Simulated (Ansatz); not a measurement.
Isolated molecules relaxed with PBE0-D4/def2-TZVP in Ansatz; ΔE leaves out vibrations. CCSD(T)/CBS adds triple-zeta CCSD(T) − MP2 to the extrapolated MP2 energy (def2 sets, frozen cores). Double bonds are as drawn, so ΔE can hold a change between cis and trans. DFT in def2-TZVPP. B3LYP here is the variant with VWN-RPA as its local correlation; programs differ in this. def2 core potentials past Kr. For Sb outer-core shells are correlated without core-valence functions, which leaves a few kJ/mol of doubt a bond.

`C/C=C(\F)[SiH3]` + `[NH2][SbH2]` → `[SiH3][NH][SbH2]` + `C/C=C\F`  (ligand exchange at the Si–C bond)

Q: Is it downhill or uphill in electronic energy at CCSD(T)/CBS, and by how much? (Estimate.)

A: The calculation gave: Downhill: ΔE = -61.2 kJ/mol.

Q: What do these levels give: PBE0-D4, B3LYP-D4, B2PLYP, r2SCAN, MP2/def2-TZVPP, CCSD(T)/def2-TZVPP? (An estimate is asked.)

A: Ansatz gave: PBE0-D4 -55.4, B3LYP-D4 -58.8, B2PLYP -59.8, r2SCAN -55.1, MP2/def2-TZVPP -65.0, CCSD(T)/def2-TZVPP -61.2 kJ/mol.

Largest T1 diagnostic among the species: 0.013.

In def2-TZVPP, CCSD(T) changes the Hartree–Fock value by +8.5 kJ/mol (the triples alone add +2.0 kJ/mol) and MP2 by +4.6 kJ/mol. From PBE to PBE0 (25 % exact exchange), in def2-TZVPP and without D4, ΔE moves by −6.3 kJ/mol.
